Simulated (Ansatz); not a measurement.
Wavefunction ladder for C2H6BBrO

```xyz
11

B    -1.347   -0.608   -0.426
C     0.115   -0.350    0.061
C     0.602    0.951    0.587
O     0.962   -1.344    0.103
Br   -0.538    0.145   -2.243
H    -2.154    0.186   -0.034
H    -1.656   -1.751   -0.580
H    -0.044    1.766    0.273
H     1.635    1.164    0.296
H     0.562    0.880    1.682
H     1.863   -1.037    0.282
```

Charge 0, multiplicity 1. Correlated methods include outer-core shells of Br, which these sets cover unevenly. Scalar relativity is left out up to krypton. The bonds changed during the relaxation, so this is another structure than the one it started from. The geometry is a stationary point of PBE0-D4/def2-TZVP. It is one conformer, not always the lowest. Frozen core, restricted reference, the Gaussian-basis code of Ansatz.

```csv
basis,HF (Eh),MP2 corr.
def2-SVP,-2750.73030,-0.78738
def2-TZVPP,-2751.25414,-0.96552
def2-QZVPP,-2751.31176,-1.33132
```

(1) Estimate the CCSD correlation energy and the (T) correction in each basis where they were run (hartree).

Results:

(1) 
```tsv
basis	CCSD corr.	(T)
def2-SVP	-0.82972	-0.02429
def2-TZVPP	-1.00146	-0.04032
```
